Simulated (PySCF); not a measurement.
# Working out the ionisation energy of Mn⁺

Mn⁺ [Ar] 3d5 4s1 (7S) → Mn²⁺ [Ar] 3d5 (6S). Computed with PySCF 2.14 in cc-pVDZ-DK, with the spin-free X2C one-electron Hamiltonian (Gaussian nucleus). Frozen: [Ar]. Energies in hartree (1 hartree = 27.21139 eV):

```tsv
part	Mn⁺ (lower)	Mn²⁺ (upper)
UHF	-1157.160677	-1156.613647
MP2 opposite-spin	0.000000	0.000000
MP2 same-spin	-0.068392	-0.054051
```

Question: What does Hartree-Fock give?

Answer: (-1156.613647) − (-1157.160677) = 0.547030 hartree = 14.885 eV.

Question: What do MP2 and SCS-MP2 (6/5 opposite-spin, 1/3 same-spin) give?

Answer: The opposite-spin parts differ by 0.000 eV and the same-spin parts by 0.390 eV. MP2: 14.885 + (0.000) + (0.390) = 15.275 eV. SCS-MP2: 14.885 + 1.2 × (0.000) + (0.390)/3 = 15.015 eV.

Measured between the centres of the two terms (NIST): 15.640 eV, so MP2 (valence) is off by -0.365 eV.

A double-zeta basis recovers only part of the correlation energy.

What remains against the reference includes basis incompleteness, the frozen core and correlation beyond second order.
